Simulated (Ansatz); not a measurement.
Input file for Ansatz (an electronic-structure program): R-PBE/def2-TZVPP on C3H10Si (SMILES CCC[SiH3]).

Ansatz 0.2 input:
```yaml
crystal:
  periodic: [false, false, false]
  atoms:
    - {symbol: C, position_ang: [-2.07677830, 0.00076686, 0.17211974]}
    - {symbol: C, position_ang: [-0.64784759, -0.52565585, 0.06029024]}
    - {symbol: C, position_ang: [0.39805980, 0.59276635, -0.03047656]}
    - {symbol: Si, position_ang: [2.16841604, -0.02465321, -0.17452285]}
    - {symbol: H, position_ang: [-2.79936957, -0.81534230, 0.23641581]}
    - {symbol: H, position_ang: [-2.33694293, 0.61137584, -0.69572475]}
    - {symbol: H, position_ang: [-2.19463286, 0.62390185, 1.06180234]}
    - {symbol: H, position_ang: [-0.42764005, -1.16199844, 0.92296607]}
    - {symbol: H, position_ang: [-0.56774962, -1.17226530, -0.81901183]}
    - {symbol: H, position_ang: [0.18439677, 1.23332243, -0.89288153]}
    - {symbol: H, position_ang: [0.32802762, 1.24067276, 0.84989249]}
    - {symbol: H, position_ang: [2.52276386, -0.85855969, 1.00130500]}
    - {symbol: H, position_ang: [2.32882738, -0.85526544, -1.39435187]}
    - {symbol: H, position_ang: [3.12046942, 1.11093414, -0.24972959]}
basis:
  gaussian:
    orbitals: def2-TZVPP
hamiltonian:
  xc: {name: PBE}
scf: {lower_state_search: off}
```

**Question.** Give the final energy of this run.

**Answer.** -409.5463 hartree.
